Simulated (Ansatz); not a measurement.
PBE exchange is replaced step by step with exact exchange (0 % is PBE, 25 % PBE0; no dispersion term), basis def2-TZVP, Ansatz. System: Cd3. Charge 0, multiplicity 1. Geometry: PBE/def2-TZVP, each spin state at its own.

The relaxed triplet has other bonds than the singlet, so its gap is one between isomers.

Geometry of the singlet:

```xyz
3

Cd    0.476   -0.136   -1.859
Cd    0.138   -1.541    1.143
Cd   -0.613    1.677    0.716
```

In the def2 sets Cd takes a core potential; there is no spin–orbit coupling. At PBE/def2-TZVP the gap within one spin of the charge 0 triplet nearly closes, so an electron or hole may be smeared out by delocalisation error. The structure comes from a short search, and lower isomers may exist.

```
exact exchange (%)  HOMO (eV)  LUMO (eV)  gap (eV)  triplet − singlet (kJ/mol)  quintet − singlet (kJ/mol)
                 0      -5.23      -2.09      3.14                       213.8                       487.2
                 5      -5.34      -1.97      3.38                       211.8                       479.5
                15      -5.58      -1.74      3.84                       207.4                       463.8
                25      -5.81      -1.52      4.29                       202.4                       447.8
                35      -6.04      -1.29      4.75                       196.8                       431.3
                50      -6.38      -0.97      5.42                       184.0                       405.7
```

Question: Estimate the row for 10 %.

Answer: 
```csv
exact exchange (%),HOMO (eV),LUMO (eV),gap (eV),triplet − singlet (kJ/mol),quintet − singlet (kJ/mol)
10,-5.46,-1.85,3.61,209.6,471.8
```
